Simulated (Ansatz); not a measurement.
## Ligand exchange: C2H5BrMg + NaOH → C2H6MgO + NaBr

Species: C2H5BrMg `C[CH2][Mg][Br]`, singlet; NaOH `[OH][Na]`, singlet; C2H6MgO `C[CH2][Mg][OH]`, singlet; NaBr, singlet. The partners trade Br for OH: Mg–Br and Na–OH bonds give way to Mg–OH and Na–Br.

Shapes, held fixed at every level: PBE0-D4/def2-TZVP. Programs: Ansatz 0.2.0. The zero-point and thermal change to 298 K, harmonic and unscaled (PBE0-D4/def2-TZVP), is +0.9 kJ/mol.

```json
{"level": "SPW92/def2-TZVPP", "kind": "LDA", "ΔH(298 K) (kJ/mol)": "-76.6", "less CCSD(T)/def2-TZVPP": "+3.6", "CPU time (sum over the molecules)": "9.4 s"}
{"level": "B3LYP-D4/def2-TZVPP", "kind": "global hybrid", "ΔH(298 K) (kJ/mol)": "-81.3", "less CCSD(T)/def2-TZVPP": "-1.1", "CPU time (sum over the molecules)": "29 s"}
{"level": "PBE0-D4/def2-TZVPP", "kind": "global hybrid", "ΔH(298 K) (kJ/mol)": "-80.2", "less CCSD(T)/def2-TZVPP": "0.0", "CPU time (sum over the molecules)": "19 s"}
{"level": "r2SCAN0-D4/def2-TZVPP", "kind": "global hybrid", "ΔH(298 K) (kJ/mol)": "-83.4", "less CCSD(T)/def2-TZVPP": "-3.2", "CPU time (sum over the molecules)": "30 s"}
{"level": "wB97M-V/def2-TZVPP", "kind": "range-separated hybrid", "ΔH(298 K) (kJ/mol)": "-82.2", "less CCSD(T)/def2-TZVPP": "-2.0", "CPU time (sum over the molecules)": "75 s"}
{"level": "B2PLYP/def2-TZVPP", "kind": "double hybrid", "ΔH(298 K) (kJ/mol)": "-80.9", "less CCSD(T)/def2-TZVPP": "-0.7", "CPU time (sum over the molecules)": "35 s"}
{"level": "MP2/def2-SVP", "kind": "perturbation theory", "ΔH(298 K) (kJ/mol)": "-92.8", "less CCSD(T)/def2-TZVPP": "-12.6", "CPU time (sum over the molecules)": "–"}
{"level": "CCSD(T)/def2-TZVPP", "kind": "coupled cluster or CI", "ΔH(298 K) (kJ/mol)": "-80.2", "less CCSD(T)/def2-TZVPP": "0.0", "CPU time (sum over the molecules)": "10 min"}
```

The highest level, CCSD(T)/def2-TZVPP, gives ΔH(298 K) = -80.2 kJ/mol; the levels span -92.8 to -76.6. The column of differences is taken from that level and isn't an error. No measured value is set beside it here. Relativity is left out for Br. Outer-core shells of Br, Mg, Na are correlated, in sets that cover them unevenly. Times are processor times on shared x86 and Arm servers, and rough.
